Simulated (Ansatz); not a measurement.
The pair A = SiH4 (SMILES [SiH4]) (first 5 atoms), B = ClH3Si (SMILES [SiH3]Cl); geometry from B3LYP-D3(BJ)/def2-TZVP.
(charge 0, multiplicity 1):
```xyz
10

Si     0.0487     0.0057     0.0238
H      0.5397    -1.3882     0.0579
H      0.0694     0.5038    -1.3713
H      0.9263     0.8633     0.8521
H     -1.3332     0.0692     0.5463
Si     0.1368     1.0173     4.0222
Cl     0.0237    -1.0004     3.5807
H     -0.8601     1.7310     3.2024
H      1.4996     1.4877     3.7108
H     -0.1549     1.1885     5.4589
```

Correlated levels freeze the cores. MP2 and its Hartree–Fock in aug-cc-pV(T+d)Z are density fitted.

Programs: Ansatz (an electronic-structure program). Each number belongs to the level named beside it.

The counterpoise-corrected interaction energy is E(AB) − E(A in the pair's basis) − E(B in the pair's basis). Total energies (hartree):

```
level                               AB  A in the pair's basis  B in the pair's basis
-----------------------  -------------  ---------------------  ---------------------
HF/aug-cc-pV(D+d)Z       -1041.4845777           -291.2505828           -750.2357690
MP2/aug-cc-pV(D+d)Z      -1041.8709953           -291.3724792           -750.4967113
HF/aug-cc-pV(T+d)Z       -1041.5252940           -291.2638795           -750.2632244
MP2/aug-cc-pV(T+d)Z      -1042.0019788           -291.4095893           -750.5900127
CCSD(T)/aug-cc-pV(D+d)Z  -1041.9504541           -291.4072953           -750.5414573
```

Q: Work out the counterpoise-corrected interaction energy at the basis-set limit: extrapolate the MP2 correlation part as X⁻³, take Hartree–Fock from the larger set, and add the CCSD(T) − MP2 difference of aug-cc-pV(D+d)Z.

A: 
1. Differences (1 hartree = 627.509 kcal/mol): HF/aug-cc-pV(D+d)Z 1.113; MP2/aug-cc-pV(D+d)Z -1.133; HF/aug-cc-pV(T+d)Z 1.136; MP2/aug-cc-pV(T+d)Z -1.491; CCSD(T)/aug-cc-pV(D+d)Z -1.068.
2. Correlation parts, MP2 less HF: -2.246 in aug-cc-pV(D+d)Z (X = 2), -2.627 in aug-cc-pV(T+d)Z (X = 3).
3. Limit (3³·(-2.627) − 2³·(-2.246))/(3³ − 2³) = -2.788; with HF/aug-cc-pV(T+d)Z it gives -1.652.
4. CCSD(T) less MP2 in aug-cc-pV(D+d)Z: 0.065.
Result: -1.59 kcal/mol, against -1.13 at MP2/aug-cc-pV(D+d)Z. It is an estimate of this method's limit, not of the exact value.
